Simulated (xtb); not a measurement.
A run for xtb: GFN2-xTB on H2 (SMILES [H][H]).

```
$ xtb mol.xyz --gfn 2 --sp --chrg 0 --uhf 0
2

H      0.00000000     0.00000000     0.37198582
H     -0.00000000    -0.00000000    -0.37198582
```

The log:

```
[...]
           -------------------------------------------------
          |                Calculation Setup                |
           -------------------------------------------------



           -------------------------------------------------
          |                 G F N 2 - x T B                 |
           -------------------------------------------------

        Reference                      10.1021/acs.jctc.8b01176
      * Hamiltonian:
        H0-scaling (s, p, d)           1.850000    2.230000    2.230000
        zeta-weighting                 0.500000
      * Dispersion:
        s8                             2.700000
        a1                             0.520000
        a2                             5.000000
        s9                             5.000000
      * Repulsion:
        kExp                           1.500000    1.000000
        rExp                           1.000000
      * Coulomb:
        alpha                          2.000000
        third order                    shell-resolved
        anisotropic                    true
        a3                             3.000000
        a5                             4.000000
        cn-shift                       1.200000
        cn-exp                         4.000000
        max-rad                        5.000000


          ...................................................
          :                      SETUP                      :
          :.................................................:
          :  # basis functions                   2          :
          :  # atomic orbitals                   2          :
          :  # shells                            2          :
          :  # electrons                         2          :
          :  max. iterations                   250          :
          :  Hamiltonian                  GFN2-xTB          :
          :  restarted?                      false          :
          :  GBSA solvation                  false          :
          :  PC potential                    false          :
          :  electronic temp.          300.0000000     K    :
          :  accuracy                    1.0000000          :
          :  -> integral cutoff          0.2500000E+02      :
          :  -> integral neglect         0.1000000E-07      :
          :  -> SCF convergence          0.1000000E-05 Eh   :
          :  -> wf. convergence          0.1000000E-03 e    :
          :  Broyden damping             0.4000000          :
          :  net charge                          0          :
          :  unpaired electrons                  0          :
          ...................................................

 iter      E             dE          RMSdq      gap      omega  full diag
   1     -1.0208079 -0.102081E+01  0.402E+00   20.35       0.0  T
   2     -1.0208079  0.444089E-15  0.241E+00   19.28       1.0  T
   3     -1.0208079  0.000000E+00  0.145E-04   17.68     489.1  T
   4     -1.0208079 -0.444089E-15  0.357E-14   17.68  100000.0  T

   *** convergence criteria satisfied after 4 iterations ***

         #    Occupation            Energy/Eh            Energy/eV
      -------------------------------------------------------------
         1        2.0000           -0.4704146             -12.8006 (HOMO)
         2                          0.1793166               4.8795 (LUMO)
      -------------------------------------------------------------
                  HL-Gap            0.6497313 Eh           17.6801 eV
             Fermi-level           -0.1455490 Eh           -3.9606 eV

 SCC (total)                   0 d,  0 h,  0 min,  0.001 sec
 SCC setup                      ...        0 min,  0.000 sec (  9.688%)
 Dispersion                     ...        0 min,  0.000 sec (  2.304%)
 classical contributions        ...        0 min,  0.000 sec (  1.622%)
 integral evaluation            ...        0 min,  0.000 sec (  6.072%)
 iterations                     ...        0 min,  0.001 sec ( 62.828%)
 molecular gradient             ...        0 min,  0.000 sec ( 11.970%)
 printout                       ...        0 min,  0.000 sec (  4.544%)

         :::::::::::::::::::::::::::::::::::::::::::::::::::::
         ::                     SUMMARY                     ::
         :::::::::::::::::::::::::::::::::::::::::::::::::::::
         :: total energy              -0.982132753233 Eh    ::
         :: gradient norm              0.026287817888 Eh/a0 ::
         :: HOMO-LUMO gap             17.680088041743 eV    ::
         ::.................................................::
         :: SCC energy                -1.020807929602 Eh    ::
         :: -> isotropic ES            0.000000000000 Eh    ::
         :: -> anisotropic ES          0.007892302138 Eh    ::
         :: -> anisotropic XC          0.008756823642 Eh    ::
         :: -> dispersion             -0.000052469204 Eh    ::
         :: repulsion energy           0.038675176369 Eh    ::
         :: add. restraining           0.000000000000 Eh    ::
         :: total charge               0.000000000000 e     ::
         :::::::::::::::::::::::::::::::::::::::::::::::::::::

           -------------------------------------------------
          |                Property Printout                |
           -------------------------------------------------

    * Orbital Energies and Occupations

         #    Occupation            Energy/Eh            Energy/eV
      -------------------------------------------------------------
         1        2.0000           -0.4704146             -12.8006 (HOMO)
         2                          0.1793166               4.8795 (LUMO)
      -------------------------------------------------------------
                  HL-Gap            0.6497313 Eh           17.6801 eV
             Fermi-level           -0.1455490 Eh           -3.9606 eV

     #   Z          covCN         q      C6AA      α(0)
     1   1 H        0.896     0.000     3.066     2.740
     2   1 H        0.896     0.000     3.066     2.740

 Mol. C6AA /au·bohr⁶  :         12.262030
 Mol. C8AA /au·bohr⁸  :        148.227706
 Mol. α(0) /au        :          5.479479


Wiberg/Mayer (AO) data.
largest (>0.10) Wiberg bond orders for each atom

 ---------------------------------------------------------------------------
     #   Z sym  total        # sym  WBO       # sym  WBO       # sym  WBO
 ---------------------------------------------------------------------------
     1   1 H    1.000 --     2 H    1.000
     2   1 H    1.000 --     1 H    1.000
 ---------------------------------------------------------------------------

Topologies differ in total number of bonds
Writing topology from bond orders to xtbtopo.mol

molecular dipole:
                 x           y           z       tot (Debye)
 q only:        0.000       0.000       0.000
   full:        0.000       0.000       0.000       0.000
molecular quadrupole (traceless):
                xx          xy          yy          xz          yz          zz
 q only:       -0.000       0.000      -0.000       0.000       0.000       0.000
  q+dip:       -0.393       0.000      -0.393       0.000       0.000       0.787
   full:       -0.158       0.000      -0.158       0.000       0.000       0.316


           -------------------------------------------------
          | TOTAL ENERGY               -0.982132753233 Eh   |
          | GRADIENT NORM               0.026287817888 Eh/α |
          | HOMO-LUMO GAP              17.680088041743 eV   |
           -------------------------------------------------

------------------------------------------------------------------------
------------------------------------------------------------------------
 total:
Note: The following floating-point exceptions are signalling: IEEE_DENORMAL
normal termination of xtb
 SCF:
```

The run finished.

Cost: very roughly 0.03 core-seconds.
